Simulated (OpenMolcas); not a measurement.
## Rh4+: moving the ligands

Rh4+ with 6 ligands (fluoride) in octahedral coordination (Oh) at 1.91 Å. A charge of +0.333 e stands 3.2 Å behind each ligand. Ligand basis ANO-RCC-VDZP.
```
Rh    0.0000    0.0000    0.0000
F     1.9100    0.0000    0.0000
F     0.0000    1.9100    0.0000
F    -1.9100    0.0000    0.0000
F     0.0000   -1.9100    0.0000
F     0.0000    0.0000    1.9100
F     0.0000    0.0000   -1.9100
```

* Program: OpenMolcas
* Method: CASSCF
* Basis: ANO-RCC-VDZP [6s5p3d1f]
* Scalar Hamiltonian: DKH2, point nucleus
* Active space: 5 electrons in 5 orbitals (4d)
* State averaging: 2S+1 = 6 even, 1 root; 2S+1 = 4 even, 24 roots; 2S+1 = 2 even, 75 roots
* Spin-orbit coupling: state interaction with AMFI integrals over the reference wave functions

Runs around this geometry, states (labels of O, the rotations of Oh). Energies in cm-1 above the lowest state or level, χT in cm3 K/mol; under a threefold ground state the first gap can be a small split of the lowest multiplet, not the spin-orbit step; 10Dq and B are least-squares fits to the states below 45000 cm-1, weighted by degeneracy, with a free offset, and given where the rms deviation is under 5 % of |10Dq| (or 100 cm-1) and under 700 cm-1.

```tsv
R (Å)	Ground state	First state of that spin	10Dq	B (rms of fit)	First gap with spin-orbit (degeneracies)	χT at 300 K	First state of another spin
1.82	2T2	30315	34322	755 (383)	2316 (2, 4)	0.513	2S+1 = 4: 19971
1.91	2T2	23817	28267	758 (522)	2392 (2, 4)	0.533	2S+1 = 4: 13381
2	2T2	18726	23442	750 (655)	2469 (2, 4)	0.559	6A1 6222
```

Taking |10Dq| as R^-n, n = -ln(23442 / 34322) / ln(2 / 1.82) = 4.0 between the shortest and longest distance. The point-charge formula for a cubic d site gives n = 5.

An orbital triplet at a regular site is open to Jahn-Teller coupling, which can distort the site and quench the lowest spin-orbit gaps and is left out. Without dynamic correlation the repulsion within the d shell is too large (B by tens of per cent), so at a given field states of lower spin stand too high. With metal d orbitals alone the field can be off either way by tens of per cent. Ligand-to-metal charge-transfer states are missing. With no ligand orbital active B as a rule stays too high, so bands that hang on it stand too high and its fall with covalency is understated. The least metal-like active orbital is 70 % on the metal (Löwdin) and no ligand orbital is active, so the numbers are rough (holds for R = 1.82). The least metal-like active orbital is 71 % on the metal (Löwdin) and no ligand orbital is active, so the numbers are rough (holds for R = 1.91; R = 2). This shell can be high or low spin here, a state of another spin lies low, and with metal d orbitals alone active their balance is uncertain, so the ground spin may be wrong, although the usual error favours high spin (holds for R = 2). No measured value stands beside these numbers; the geometry was imposed, not optimised, and the real ion may take another.

A state without a sure symmetry label is named by its multiplicity alone.
